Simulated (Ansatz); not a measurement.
Reaction (formal exchange of groups at the Si–O bond): `B[SiH]([SiH3])O[SiH3]` + `[SiH3]I` → `[SiH3][SiH2]I` + `B[SiH](O)[SiH3]`

Isolated molecules relaxed with PBE0-D4/def2-TZVP in Ansatz; ΔE leaves out vibrations. CBS: MP2 limit from def2 TZ/QZ plus the TZ coupled-cluster correction, frozen cores. DFT in def2-TZVPP. B3LYP here is the variant with VWN-RPA as its local correlation; programs differ in this. def2 core potentials past Kr. For I outer-core shells are correlated without core-valence functions, which leaves a few kJ/mol of doubt a bond. One conformer a species, not always the lowest.

`B[SiH]([SiH3])O[SiH3]`:

```xyz
14

B     0.954    1.508    1.838
Si   -0.170    0.744    0.390
Si   -0.976   -1.311    1.231
O     0.624    0.518   -1.035
Si    0.492   -0.148   -2.522
H     2.144    1.599    1.775
H     0.419    1.823    2.862
H    -1.378    1.592    0.148
H    -1.844   -1.056    2.412
H     0.139   -2.207    1.643
H    -1.776   -2.012    0.188
H     1.754    0.106   -3.258
H     0.265   -1.613   -2.409
H    -0.648    0.458   -3.262
```

`[SiH3]I`:

```xyz
5

Si    0.110   -0.122    0.126
I    -1.188    1.314   -1.358
H     1.224   -0.713   -0.650
H    -0.780   -1.185    0.646
H     0.634    0.705    1.237
```

`[SiH3][SiH2]I`:

Z-matrix (Å, degrees):
```
Si
Si 1 2.335
H 1 1.485 2 109.1
H 1 1.488 2 110.3 3 120.1
H 1 1.485 2 109.0 3 -119.7
I 2 2.450 1 107.7 3 59.9
H 2 1.485 1 112.4 3 -58.4
H 2 1.485 1 112.4 3 178.3
```

`B[SiH](O)[SiH3]`:

Cartesian coordinates in Å:
```
B -0.935 -1.744 -0.333
Si -0.499 0.173 -0.604
O 0.259 0.449 -2.053
Si 0.886 0.746 1.223
H -0.492 -2.624 -1.009
H -1.608 -2.043 0.611
H -1.714 1.036 -0.469
H 0.532 1.348 -2.240
H 2.029 -0.195 1.370
H 1.442 2.114 1.017
H 0.100 0.740 2.487
```

```csv
level,ΔE (kJ/mol),difference from CCSD(T)/CBS
PBE-D4,71.8,-25.9
r2SCAN-D4,90.9,-6.8
PBE0-D4,80.8,-16.9
B3LYP-D4,99.7,2.0
ωB97X-V,96.8,-0.9
ωB97M-V,100.5,2.8
B2PLYP,102.7,5.0
PBE,70.8,-26.9
r2SCAN,90.3,-7.4
PBE0,79.9,-17.8
B3LYP,98.5,0.8
HF/def2-TZVPP,126.1,28.4
MP2/def2-TZVPP,104.9,7.2
SCS-MP2/def2-TZVPP,110.6,12.9
CCSD/def2-TZVPP,103.0,5.3
CCSD(T)/def2-TZVPP,99.1,1.4
HF/def2-QZVPP,128.7,31.0
MP2/def2-QZVPP,105.0,7.3
SCS-MP2/def2-QZVPP,110.6,12.9
HF/CBS(def2),129.0,31.3
MP2/CBS(def2),103.6,5.9
CCSD/CBS(def2),101.6,3.9
CCSD(T)/CBS,97.7,0
```

Largest T1 diagnostic among the species: 0.014.

In def2-TZVPP, CCSD(T) changes the Hartree–Fock value by −26.9 kJ/mol (the triples alone add −3.8 kJ/mol) and MP2 by −21.1 kJ/mol. From PBE to PBE0 (25 % exact exchange), in def2-TZVPP and without D4, ΔE moves by +9.0 kJ/mol.
